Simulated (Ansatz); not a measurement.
Reaction (atomization): `[GeH3][GeH2][GeH2][GeH2][GeH3]` → 5 Ge• + 12 H•

Program: Ansatz. Geometries: PBE0-D4/def2-TZVP. ΔE: electronic, gas phase. CBS: MP2 limit from def2 TZ/QZ plus the TZ coupled-cluster correction, frozen cores. This one scheme is used for every species, atoms too. Functionals use def2-TZVPP. B3LYP here is the variant with VWN-RPA as its local correlation; programs differ in this. HSE06 is defined as in plane-wave codes. No spin–orbit coupling; open shells (•) take unrestricted orbitals. Spin–orbit coupling would lower the free atoms: clearly for Ge. Bonds to Ge are less sure, by a few kJ/mol each and by 10 to 20 or more in all where they break to atoms, as the def2 sets lack core-valence functions. Scalar relativity is left out up to krypton. Each species was taken in one conformer, which may not be the lowest.

```csv
level,ΔE (kJ/mol),difference from CCSD(T)/CBS
LDA (SPW92),4984.7,495.1
PBE-D4,4373.2,-116.4
revPBE-D4,4291.6,-198.0
BLYP-D4,4336.2,-153.4
r2SCAN-D4,4466.4,-23.2
B97M-V,4525.6,36.0
PBE0-D4,4382.5,-107.1
B3LYP-D4,4410.1,-79.5
r2SCANh-D4,4455.3,-34.3
r2SCAN0-D4,4441.2,-48.4
HSE06-D4,4379.9,-109.7
BHLYP-D4,4390.1,-99.5
CAM-B3LYP-D4,4436.8,-52.8
ωB97X-V,4499.8,10.2
ωB97M-V,4395.0,-94.6
B2PLYP,4358.8,-130.8
PBE-QIDH,4409.6,-80.0
PBE,4324.0,-165.6
revPBE,4181.2,-308.4
BLYP,4235.7,-253.9
r2SCAN,4453.8,-35.8
PBE0,4339.0,-150.6
B3LYP,4330.2,-159.4
r2SCANh,4441.3,-48.3
BHLYP,4315.4,-174.2
CAM-B3LYP,4390.6,-99.0
LC-ωPBE,4364.3,-125.3
HF/def2-SVP,3249.7,-1239.9
MP2/def2-SVP,4105.0,-384.6
CCSD(T)/def2-SVP,4179.3,-310.3
HF/def2-TZVPP,3254.1,-1235.5
MP2/def2-TZVPP,4337.2,-152.4
SCS-MP2/def2-TZVPP,4377.2,-112.4
CCSD/def2-TZVPP,4383.8,-105.8
CCSD(T)/def2-TZVPP,4431.6,-58.0
HF/def2-QZVPP,3247.9,-1241.7
SCS-MP2/def2-QZVPP,4421.2,-68.4
HF/CBS(def2),3247.3,-1242.3
MP2/CBS(def2),4395.2,-94.4
CCSD/CBS(def2),4441.8,-47.8
CCSD(T)/CBS,4489.6,0
```

Largest T1 diagnostic among the species: 0.012.

At CCSD(T), def2-SVP lies −310.3 kJ/mol from the extrapolated value and def2-TZVPP −58.0 kJ/mol: correlation converges slowly with the basis, and small sets miss more of it in the bonded molecule than in its fragments. Leaving LDA and LC-ωPBE aside and taking each functional with its dispersion term where it has one, the values spread over 234.1 kJ/mol, from revPBE-D4 to B97M-V. LDA lies +660.7 kJ/mol from PBE without D4, its usual overbinding. From r2SCAN to r2SCAN0 (25 % exact exchange), in def2-TZVPP and without D4, ΔE moves by −28.2 kJ/mol: exact exchange takes away binding that semilocal exchange gives to molecules.

For atomizations the MP2-based limit and the directly extrapolated one differ by several kJ/mol either way, and by 10 to 25 for some Ge, Se and Sn compounds, so smaller differences from it don't rank the levels.
